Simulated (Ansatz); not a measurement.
This geometry of ClGaH3N (6 atoms, charge 0, multiplicity 1) is a first-order saddle point.

Theory: Ansatz 0.2.0, RKS LDA/def2-SVP.

```xyz
6
Properties=species:S:1:pos:R:3
Ga 0.328 0.306 -0.706
Cl 0.839 -0.441 1.629
H 1.638 0.199 0.264
N -1.438 0.038 -0.875
H -1.998 -0.344 -0.105
H -1.983 0.242 -1.717
```

(1) Which two structures does it join? (They come from a converged band through this point; their orientation in space is the band's.)

(2) How far does it lie above each of them?

## Answers

(1) Bonds broken: Ga1–Cl2, Ga1–H3. Bonds formed: Cl2–H3. ClGaH3N becomes ClH + GaH2N.

First end point:

```xyz
6
Properties=species:S:1:pos:R:3
Ga 0.337 0.078 -0.068
Cl 0.450 -0.526 1.979
H 1.605 0.529 -0.830
N -1.318 -0.007 -0.731
H -2.118 -0.315 -0.171
H -1.571 0.242 -1.690
```

Last end point:

```xyz
6
Properties=species:S:1:pos:R:3
Ga 0.331 0.379 -1.060
Cl 1.041 -0.365 1.781
H 1.566 0.080 0.623
N -1.469 0.042 -0.976
H -1.946 -0.296 -0.131
H -2.136 0.160 -1.747
```

(2) 186.8 kJ/mol above the first and 26.1 kJ/mol above the second. This is the barrier of this one path; another mechanism may lie lower. The orbitals stay closed-shell, which can raise the energy where a bond breaks towards radicals; this wasn't checked here.

Run time: 2.5 min on 1 thread of Arm Neoverse V1, with other jobs on the host, peak memory 0.14 GiB.
